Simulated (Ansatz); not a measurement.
Computed with Ansatz on PBE0-D4/def2-TZVP structures; ΔE is electronic, products minus reactants. CCSD(T)/CBS is the MP2 limit (def2-TZVPP, def2-QZVPP) plus CCSD(T) − MP2 in def2-TZVPP, frozen cores. Functionals use def2-TZVPP. For Ge outer-core shells are correlated without core-valence functions, which leaves a few kJ/mol of doubt a bond. Scalar relativity is left out up to krypton.

`B[CH]([SiH3])[GeH3]` + `CNC` → `C[N](C)[GeH3]` + `BC[SiH3]`  (ligand exchange at a Ge–C bond)

`B[CH]([SiH3])[GeH3]`:

Z-matrix (Å, degrees):
```
C
Si 1 1.870
Ge 1 1.996 2 107.1
B 1 1.529 2 117.1 3 -109.1
H 1 1.093 2 111.7 3 115.7
H 2 1.486 1 109.5 3 65.7
H 2 1.490 1 111.1 3 -54.3
H 2 1.488 1 110.5 3 -174.0
H 3 1.540 1 111.0 2 -148.8
H 3 1.535 1 107.2 2 92.1
H 3 1.535 1 109.5 2 -28.3
H 4 1.201 1 119.7 2 41.7
H 4 1.198 1 121.6 2 -141.9
```

`CNC`:

Cartesian coordinates in Å:
```
C 1.063 0.369 0.440
N -0.032 0.512 -0.491
C -0.973 -0.581 -0.419
H 1.714 1.245 0.388
H 1.663 -0.504 0.166
H 0.746 0.234 1.489
H -0.510 1.388 -0.326
H -0.482 -1.505 -0.740
H -1.808 -0.400 -1.099
H -1.380 -0.758 0.591
```

`C[N](C)[GeH3]`:

```xyz
13

C    -0.691    0.458   -1.218
N    -0.337    0.142    0.145
C     0.462    1.173    0.763
Ge    0.149   -1.599    0.490
H     0.181    0.578   -1.884
H    -1.254    1.399   -1.248
H    -1.331   -0.321   -1.639
H    -0.087    2.123    0.758
H     1.425    1.349    0.254
H     0.673    0.921    1.805
H    -0.958   -2.497   -0.083
H     0.264   -1.740    2.016
H     1.503   -1.986   -0.158
```

`BC[SiH3]`:

```xyz
10

B     0.340   -1.487    0.101
C    -0.731   -0.394    0.026
Si    0.198    1.256   -0.084
H     0.802   -1.959   -0.899
H     0.784   -1.835    1.158
H    -1.355   -0.295    0.918
H    -1.350   -0.413   -0.876
H     1.027    1.315   -1.315
H    -0.796    2.361   -0.124
H     1.080    1.451    1.095
```

```csv
species,r2SCAN energy (Eh)
`B[CH]([SiH3])[GeH3]`,-2434.78713
`CNC`,-135.12872
`C[N](C)[GeH3]`,-2213.32187
`BC[SiH3]`,-356.59281
```

(1) Work out ΔE.

Largest T1 diagnostic among the species: 0.012.

## Answers

(1) ΔE = (-2213.32187) + (-356.59281) − (-2434.78713) − (-135.12872) = 0.00117 Eh = +3.1 kJ/mol. CCSD(T)/CBS gives +6.6 kJ/mol.

In def2-TZVPP, CCSD(T) changes the Hartree–Fock value by +9.6 kJ/mol (the triples alone add +0.9 kJ/mol) and MP2 by +9.5 kJ/mol.
